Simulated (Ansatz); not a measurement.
Ta3B3, relaxed as a triplet with UKS PBE-D4/def2-SVP in Ansatz, starting from the PBE-D4/def2-SVP geometry of the neutral singlet. Force threshold 0.02 eV/Å.

In the def2 sets Ta takes a core potential; there is no spin–orbit coupling. The structure comes from a short search, and lower isomers may exist.

Start:

```xyz
6

Ta   -1.5237   -0.0037    2.2452
Ta    1.5086    0.0081   -0.5695
Ta    0.7343    0.1233    1.8454
B     0.5542   -0.2019   -2.3641
B    -0.6667    0.1095    0.2258
B    -0.6066   -0.0352   -1.3828
```

**Question.** Estimate the energy that the relaxation releases and the steps that it takes.

**Answer.** 5.9 kJ/mol, in 6 steps; 26 s on 4 threads of Arm Neoverse V2 on a shared host. The force fell under the threshold at step 5, but the optimiser went on. No frequencies were taken in this run, so the end may be a saddle point.

**Question.** Does the start keep its bonding and symmetry?

**Answer.** By distances, no bond broke or formed. The bond that changes most is Ta2–Ta3, from 2.54 to 2.65 Å (atoms count from 1).

**Question.** Predict the relaxed structure.

**Answer.** 
```xyz
6

Ta   -1.5575    0.0818    2.2157
Ta    1.4984    0.0031   -0.6089
Ta    0.7427    0.1206    1.9259
B     0.5294   -0.1126   -2.4201
B    -0.6241   -0.0026    0.2537
B    -0.5890   -0.0904   -1.3663
```
Bond lengths (bridged metal pairs left out): 5 × B–Ta 2.06 to 2.29 Å; 2 × Ta–Ta 2.32 to 2.65 Å; 2 × B–B 1.54 to 1.62 Å.
